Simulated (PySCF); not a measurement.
## CH$_{13}$PSi$_{4}$: full NMR table

- Formula: CH13PSi4
- SMILES: C[Si]([SiH3])([SiH3])[SiH2]P
- InChI: InChI=1S/CH13PSi4/c1-6(3,4)5-2/h2,5H2,1,3-4H3
- Point group of the computed structure: C1
- Carbon signals: 1
- Proton signals: 4

Structure with atom numbers: `[CH3:1][Si:2]([SiH3:3])([SiH3:4])[SiH2:5][PH2:6]`; H(Xn) means a hydrogen on atom n.

PySCF 2.14 calculation with GIAO PBE0/pcSseg-1 shieldings and GFN2-xTB structure; a single conformation, non-relativistic Hamiltonian, in vacuum, one averaged value for each set of equivalent atoms.

Scale: ¹H (σref 31.72), ¹³C (σref 186.93), ²⁹Si (σref 349.16) against TMS; H3PO4 for ³¹P (σref 318.38) (reference shieldings calculated alike).

| carbon | δC, type | δH (multiplicity) | HMBC from (2–3 bonds) | span of the C tensor (ppm) |
| --- | --- | --- | --- | --- |
| C1 | -4.5, CH3 | 0.36 (s) | H(Si5), H(Si3)/H(Si4) | 4 |

Other nuclei:
```tsv
atoms	nucleus	environment	δ (ppm)	σ (ppm)
H(Si5)	¹H	hydrogen on a silicon bonded to P, Si	4.32	27.40
H(Si3)/H(Si4)	¹H	hydrogen on a silicon bonded to Si	3.56	28.15
H(P6)	¹H	hydrogen on a phosphorus bonded to Si	0.97	30.75
P6	³¹P	phosphorus bonded to Si, 2 H	-309.8	628.2
Si5	²⁹Si	silicon bonded to P, Si, 2 H	-82.5	431.6
Si2	²⁹Si	silicon bonded to C, 3 Si	-92.5	441.7
Si3/Si4	²⁹Si	silicon bonded to Si, 3 H	-108.5	457.6
```

1. δH 4.32: hydrogen on a silicon bonded to P, Si.
2. δH 3.56: hydrogen on a silicon bonded to Si.
3. δH 0.97: hydrogen on a phosphorus bonded to Si.
4. δH 0.36: hydrogen on a methyl carbon bonded to Si; an electropositive neighbour shields it, as in TMS itself.

Splittings by ³¹P in the carbon and heteronuclear signals aren't shown, as no couplings were computed. Shifts are as computed. Against solution values, carbons near 30 ppm lie about +3 ppm off and those near 130 ppm about +5 ppm. Of 1309 compounds with measured shifts, 239 miss one by over three times the rms of a fit or turn the order of signals round; such compounds aren't used in these exercises. Experimental scales use liquid or dissolved standards, which lie at an offset from isolated H3PO4. No couplings were computed; multiplicities are counted from neighbouring protons, with m where these are inequivalent, close in shift, in a saturated or five-membered ring or joined by F or P, and br s for small geminal =CH2 splittings.
